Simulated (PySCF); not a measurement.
A structure optimised at ωB97X-D3(BJ)/def2-TZVP, used in a PySCF frequency run:

```xyz
3

Ga     0.0000     0.0000     0.3391
F      0.0000    -1.4987    -0.5840
F      0.0000     1.4987    -0.5840
```
Charge 0, spin multiplicity 2.

Problem. Write its SMILES, formula and point group.

Solution. [F][Ga][F], F2Ga, C2v

Problem. What are its rotational constants (standard atomic weights)?

Solution. 24.114, 5.9219, 4.7543 GHz
